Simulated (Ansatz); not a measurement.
Ansatz results at the PBE0-D4/def2-TZVP geometry: size of the dipole moment (B3LYP/def2-TZVPP) 1.08 D; HOMO energy (B3LYP/def2-TZVPP) -7.21 eV; HOMO–LUMO gap (PBE0/def2-TZVPP) 6.83 eV.

Each molecule was computed in one conformer, which needn't be the lowest.

Q: Which molecule gave them?
A. `O[SiH](O)[Si](F)(F)F`
B. `C=C[SiH2]S[SiH](F)F`
C. `CC1[SiH2]C[SiH2]1`
D. `C=C[SiH2][SiH2]C`

A: D. The others give `O[SiH](O)[Si](F)(F)F`: 4.08, -8.43, 8.10; `C=C[SiH2]S[SiH](F)F`: 0.93, -7.65, 6.92; `CC1[SiH2]C[SiH2]1`: 0.52, -7.27, 7.40.

B3LYP here is the variant with VWN-RPA as its local correlation; programs differ in this.
